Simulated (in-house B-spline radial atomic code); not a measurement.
Configurations of Ga6+, with energies counted from [Ar] 3d7. Level of theory: Dirac-Hartree-Fock, average of configuration, Fermi nucleus of rms radius 3.9973 fm; calculated with an all-electron radial atomic-structure program (B-spline basis). Energies include first-order Breit, QED and recoil terms.

Occupations are held fixed; configurations that lie above the ionisation limit could autoionise.

```csv
configuration,E - E(ref) (eV),highest orbital,its <r> (bohr)
[Ar] 3d6 5p1,99.111,5p3/2,3.232
[Ar] 3d6 5f1,114.8,5f5/2,4.325
[Ar] 3d6 6p1,114.92,6p3/2,5.151
[Ar] 3d6 6f1,123.18,6f5/2,6.638
[Ar] 3d6 7p1,123.34,7p3/2,7.497
[Ar] 3d6 6g1,123.6,6g9/2,6.275
[Ar] 3d6 7f1,128.23,7f5/2,9.384
[Ne] 3s2 3p5 3d7 5g1,204.53,5g9/2,3.922
[Ne] 3s2 3p5 3d7 6g1,212.68,6g9/2,6.274
[Ne] 3s2 3p5 3d7 7g1,217.6,7g9/2,9.056
```

Question: Order these further configurations by energy, lowest first.
A. [Ne] 3s2 3p5 3d7 4s1
B. [Ne] 3s2 3p5 3d8
C. [Ne] 3s2 3p5 3d7 6s1
D. [Ar] 3d6 5s1
E. [Ar] 3d6 4s1

Answer: E (49.42 eV), B (89.896 eV), D (93.674 eV), A (138.5 eV), C (201.28 eV).

Question: How far above the reference does [Ne] 3s2 3p5 3d7 5f1 lie?

Answer: 203.86 eV; its least bound orbital is 5f5/2 with <r> = 4.318 bohr.

Question: How far above the reference does [Ne] 3s2 3p5 3d7 7s1 lie?

Answer: 210.87 eV; its least bound orbital is 7s1/2 with <r> = 7.041 bohr.

Question: How far above the reference does [Ne] 3s2 3p5 3d7 5s1 lie?

Answer: 182.76 eV; its least bound orbital is 5s1/2 with <r> = 2.982 bohr.

Question: One of these lies 121.8 eV from the reference. Which?
A. [Ar] 3d6 7s1
B. [Ne] 3s2 3p5 3d7 7f1
C. [Ne] 3s2 3p5 3d7 6f1

Answer: A.
